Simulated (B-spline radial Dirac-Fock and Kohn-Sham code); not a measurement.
**Kohn-Sham estimates against Dirac-Fock for the levels of Ho³⁰⁺**

System: Ho³⁰⁺ in the configuration [Kr] 4d1.

The density-functional columns are spherical, spin-unpolarised Dirac-Kohn-Sham results without Breit or QED terms: −ε is minus the orbital energy of the initial state and ΔSCF the difference of two total energies. The reference in the last column comes from relaxed Dirac-Fock hole states (ΔSCF) with Breit and QED corrections and a finite nucleus. All numbers are from a B-spline atomic structure program, in eV; a selection of levels is shown. For the 1s level of heavy atoms much of the gap between ΔSCF and the reference is the Breit and QED part, -251.9 eV here; for other levels the error of the functional can be larger.

```
     level   LDA −ε  LDA ΔSCF  Dirac-Fock
    K (1s)  56484.8   56994.1     56755.9
   L1 (2s)  10372.4   10483.9     10542.4
L2 (2p1/2)   9931.5   10067.5     10060.8
L3 (2p3/2)   9075.2    9198.3      9213.2
   M1 (3s)   3145.0    3191.6      3239.0
M2 (3p1/2)   2953.7    3002.4      3031.6
M3 (3p3/2)   2770.8    2817.1      2847.4
M4 (3d3/2)   2445.5    2497.7      2498.4
M5 (3d5/2)   2405.2    2456.5      2459.0
   N1 (4s)   1365.8    1390.0      1401.2
N2 (4p1/2)   1286.4    1310.6      1307.9
N3 (4p3/2)   1232.4    1255.7      1254.6
 N4,5 (4d)   1094.9    1118.3      1115.7
```

Values without a named source are computed, but for edge energies of neutral atoms, which are taken from tables.
